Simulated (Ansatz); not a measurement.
AsH6InO3 (`[OH][In-]([OH])([OH])[AsH3+]`), relaxed with RKS PBE-D4/def2-SVP in Ansatz from a rough embedded geometry. The force threshold is 0.03 eV/Å; the program also tests the step.

Charge 0, multiplicity 1. In takes the def2 core potential.

Start:

```xyz
11

O     0.891    1.729   -1.525
In   -0.164    0.946   -0.066
O     0.392    1.799    1.633
O    -2.098    1.294   -0.320
As    0.235   -1.676    0.093
H     1.434    0.923   -1.943
H     0.779    1.074    2.230
H    -2.497    0.389   -0.455
H     0.866   -1.990    1.492
H     1.261   -2.086   -1.019
H    -1.099   -2.403   -0.120
```

How much energy does the relaxation release, and in how many steps? (An estimate is asked.)

Computed: 1.56 eV, in 29 steps, 1 of them rejected.

Which bonds change most? (Best estimate.)

Computed: In2–As5 from 2.657 to 2.945 Å; O1–H6 from 1.058 to 0.977 Å; In2–O3 from 1.981 to 2.049 Å; O1–In2 from 1.963 to 2.029 Å.

Give the relaxed structure. (Best estimate.)

Ansatz gave: 
```xyz
11

O     0.356    1.618   -2.085
In   -0.268    1.078   -0.231
O     1.081    0.930    1.304
O    -2.235    1.180    0.249
As    0.272   -1.800    0.075
H     1.310    1.821   -2.024
H     0.616    1.146    2.137
H    -2.722    1.491   -0.539
H    -0.077   -2.230    1.497
H     1.765   -2.093    0.193
H    -0.097   -3.141   -0.578
```
